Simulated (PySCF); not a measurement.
HfH₄, SMILES [HfH4], multiplicity 1.

Coordinates come from a B3LYP-D3(BJ)/def2-TZVPD optimisation. The spin state was assumed, not searched. The def2 effective core potentials stand for the cores of Hf; spin–orbit coupling is left out.

Two levels are set side by side: PBE/def2-TZVPD (PySCF) and CAM-B3LYP/def2-TZVPD (PySCF). Same geometry, gas phase. Differences are taken from unrounded values.

```tsv
quantity	CAM-B3LYP	PBE	PBE minus CAM-B3LYP
orbital gap (eV)	8.97	4.04	-4.93
highest occupied level (eV)	-9.91	-7.12	2.79
lowest empty level (eV)	-0.93	-3.08	-2.14
mean polarisability (bohr³)	49.6	52.7	3.1
```

Without exact exchange PBE keeps part of each electron's self-repulsion, which lifts occupied levels and narrows the gap. PBE's more diffuse valence density responds more strongly to a field. Differences between two approximate levels are no errors against the true value.

Rough cost on one machine, each run with all the roots and properties that it gave: CAM-B3LYP against PBE within a factor of 2.
